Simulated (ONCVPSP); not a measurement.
## An all-electron radial function and its pseudo partner (hafnium)

Columns: radius, all-electron u(r) and pseudo u(r) of the 5p shell (level -35.57 eV) of hafnium in the configuration [Kr] 4d10 4f14 5s2 5p6 5d2 6s2; PBE, scalar-relativistic, ONCV scheme, ONCVPSP 4.0.1.

```csv
r (bohr),all-electron,pseudo
0.103,0.1669,0.0159
0.205,0.1824,0.0626
0.308,-0.3504,0.1397
0.410,-0.5015,0.2424
0.513,-0.2859,0.3665
0.615,0.0661,0.5007
0.718,0.4098,0.6361
0.820,0.6757,0.7578
0.923,0.8565,0.8574
1.025,0.9573,0.9252
1.128,0.9964,0.9591
1.230,0.9893,0.9596
1.332,0.9511,0.9318
1.435,0.8925,0.8819
1.538,0.8226,0.8177
1.640,0.7485,0.7466
1.743,0.6732,0.6726
1.845,0.6009,0.6008
1.948,0.5322,0.5321
2.050,0.4693,0.4693
2.153,0.4115,0.4114
2.255,0.3599,0.3599
2.358,0.3134,0.3134
2.460,0.2726,0.2725
2.562,0.2366,0.2365
2.665,0.2047,0.2046
```

Problem. How many radial nodes do the two functions have?

Solution. The all-electron 5p function has n − l − 1 = 3 (the table is too coarse to show those close to the nucleus); the pseudo-wave has 0, since the states of the same l below it are removed with the core.

Problem. At about which radius was the pseudo-wave matched?

Solution. 2.00 bohr. The columns agree to 0.0005 from 1.84 bohr on; several derivatives are matched, so the curves merge somewhat inside the radius.

Problem. Where does each function peak?

Solution. Outermost all-electron maximum near 1.13 bohr, pseudo maximum near 1.23 bohr (to the table’s step).

Problem. Is the pseudo-wave norm-conserving?

Solution. Yes: the ONCV scheme keeps the norm inside the radius equal to the all-electron one, which fixes the energy derivative of the logarithmic derivative at the level.
